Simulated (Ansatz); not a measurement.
The lowest singlet and triplet of BF (SMILES [B]F); geometries from B3LYP-D3(BJ)/def2-TZVP, each state relaxed from the structure named, with no frequency check.
Singlet (charge 0, multiplicity 1):
```xyz
2

B      0.0000     0.0000    -0.8132
F      0.0000     0.0000     0.4518
```
Triplet (charge 0, multiplicity 3):
```xyz
2

B      0.00000     0.00000    -0.84516
F      0.00000     0.00000     0.46954
```

A positive gap puts the triplet lower; no zero-point energy. R- takes a restricted singlet. U- takes an unrestricted singlet (broken symmetry where lower, unprojected). The triplet is unrestricted in single-reference levels.

Cores are frozen in the correlated methods.

Programs: Ansatz (a program for electronic structure) with Gaussian orbitals. Each number belongs to the level named beside it.

**Question.** One of these levels gives -77.42 kcal/mol for the gap E(singlet) − E(triplet), adiabatic. Name it.
(A) U-HF/cc-pVQZ
(B) U-wB97M-V/def2-TZVPP
(C) R-MP2/cc-pVTZ
(D) R-r2SCAN/def2-TZVPP

**Answer.** C, R-MP2/cc-pVTZ. The others give -58.74 (U-HF/cc-pVQZ), -69.60 (R-r2SCAN/def2-TZVPP), -86.55 (U-wB97M-V/def2-TZVPP)
